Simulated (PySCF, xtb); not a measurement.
BiF3, SMILES [Bi]([F])([F])[F].

GFN2-xTB (xtb) at its own geometry gives an orbital gap of 7.26 eV and a dipole moment of 7.66 D.

The structure is a stationary point at B3LYP-D3(BJ)/def2-SVP. The isomer is the one that the SMILES or the coordinates give; other isomers of the formula were not compared. The def2 effective core potentials stand for the cores of Bi; spin–orbit coupling is left out.

**Question.** What does PBE/def2-TZVPD run with PySCF give? (The exact figures need the calculation; the answer reports its results.)

**Answer.** gap 5.97 eV (levels -8.71 and -2.74 eV), dipole 4.94 D.
